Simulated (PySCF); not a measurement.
Species: C₆H₁₁OS (charge +1).
Geometry (PBE0-D3(BJ)/def2-SVP, Å), atoms numbered from 1 in this order:
```
atom  x, y, z in Å
C1     2.3274    1.6975   -1.6686
C2     1.6150    0.5852   -1.0746
C3     1.0403   -0.3651   -0.5840
C4     0.3686   -1.4977   -0.0022
S5    -1.1007   -1.0235    0.9522
C6    -2.1346   -0.1206   -0.1676
C7    -0.5373    0.1334    2.1683
O8    -1.7669   -2.1765    1.5373
H9     2.7549    1.3985   -2.6379
H10    3.1492    2.0296   -1.0167
H11    1.6550    2.5509   -1.8443
H12   -0.0323   -2.2219   -0.7341
H13    0.9741   -2.0609    0.7304
H14   -1.5656    0.7011   -0.6233
H15   -2.9919    0.2410    0.4176
H16   -2.4711   -0.8449   -0.9233
H17    0.0473    0.9290    1.6866
H18    0.0736   -0.4491    2.8731
H19   -1.4306    0.5236    2.6758
```

All values: CAM-B3LYP/def2-SVPD (PySCF, non-relativistic), on one gas-phase PBE0-D3(BJ)/def2-SVP geometry that isn't relaxed in the solvent. The solvent is an IEF-PCM continuum (Bondi radii, 1.10 Å for H, scaled by 1.2), and excitations are vertical TDDFT with non-equilibrium linear response and a frozen core. Only the electrostatic response of the medium enters.

| run | E − E(gas) (kJ/mol) | HOMO (eV) | HOMO–LUMO gap (eV) | lowest singlet (eV) | static polarisability (au) |
| --- | --- | --- | --- | --- | --- |
| gas | 0.00 | -13.31 | 9.87 | 5.75 | 92.0 |
| P | -247.75 | -9.44 | 10.01 | 5.83 | 124.3 |
| Q | -193.79 | -10.21 | 9.97 | 5.81 | 113.3 |

**Question.** The runs were made in chloroform and water. Which run belongs to which solvent?

**Answer.** P = water, Q = chloroform. The dielectric constants are 4.711 (chloroform), 78.36 (water), and the energy falls further as ε rises. The optical constants n² used for the excitations are 2.09, 1.78 in the same order. In this model the ground state sees the solvent through ε alone.

**Question.** How constant is the ratio of the lowering to 1 − 1/ε?

**Answer.** 
| solvent | 1 − 1/ε | E − E(gas) (kJ/mol) | ratio (kJ/mol) | polarisation term (kJ/mol) |
| --- | --- | --- | --- | --- |
| chloroform | 0.788 | -193.79 | -246.0 | -198.67 |
| water | 0.987 | -247.75 | -251.0 | -257.66 |

The ratio changes by +2.0 % in size from chloroform to water. The polarisation term is half the interaction of the solute with the induced surface charges.

The run took about 80 s of CPU time (one thread, shared machine). This is the whole response run at CAM-B3LYP/def2-SVPD in water, SCF included.
